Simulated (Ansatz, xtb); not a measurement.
**Ranking isomers of C4H4BClS**

6 gas-phase structures of C4H4BClS, from a drawn sample of its isomers (lower ones may exist). Each was relaxed with GFN2-xTB:

A. `Bc1cc(Cl)cs1`, a singlet
B. `Bc1ccc(Cl)s1`, a singlet
C. `Bc1csc(Cl)c1`, a singlet
D. `Bc1cscc1Cl`, a singlet
E. `Bc1ccsc1Cl`, a singlet
F. `Bc1sccc1Cl`, a singlet

**Question.** Estimate their order in r2SCAN-D4/def2-SVP energy at these geometries, lowest first.

**Answer.** Calculated order at r2SCAN-D4/def2-SVP: F (0.000), A (0.051), B (0.080), D (0.222), E (0.296), C (0.321) eV. Less than 1 kcal/mol parts A and B; E and C, so the order within those pairs means little.

Energies above the lowest of each column, in eV; the last columns are at B3LYP-D3(BJ)/def2-SVP geometries:

| structure | GFN2-xTB | HF/STO-3G | r2SCAN-D4/def2-SVP | B3LYP-D3(BJ)/def2-SVP | CCSD(T)/def2-SVP + ΔMP2/def2-TZVPP |
| --- | --- | --- | --- | --- | --- |
| F | 0.000 | 0.008 | 0.000 | 0.000 | 0.000 |
| A | 0.026 | 0.000 | 0.051 | 0.045 | 0.022 |
| B | 0.111 | 0.062 | 0.080 | 0.077 | 0.086 |
| D | 0.114 | 0.062 | 0.222 | 0.192 | 0.163 |
| E | 0.201 | 0.160 | 0.296 | 0.269 | 0.264 |
| C | 0.215 | 0.116 | 0.321 | 0.287 | 0.264 |

Every level run on F puts it lowest or level with the lowest. CCSD(T)/def2-SVP + ΔMP2/def2-TZVPP orders those it was run on as F (0.000), A (0.022), B (0.086), D (0.163), C (0.264), E (0.264) eV. Less than 1 kcal/mol parts F and A; C and E, so the order within those pairs means little. Flexible structures stand in one conformer each, not always the lowest. ΔMP2 is the change of the MP2 energy from the smaller to the larger basis.

Over these structures GFN2-xTB departs from r2SCAN-D4/def2-SVP by 0.052 eV on average once a common shift is removed. A GFN2-xTB relaxation took about 0.062 s and the r2SCAN-D4/def2-SVP energy about 2.4 s on a shared host (Ansatz 0.2.0, xtb 6.7.1).
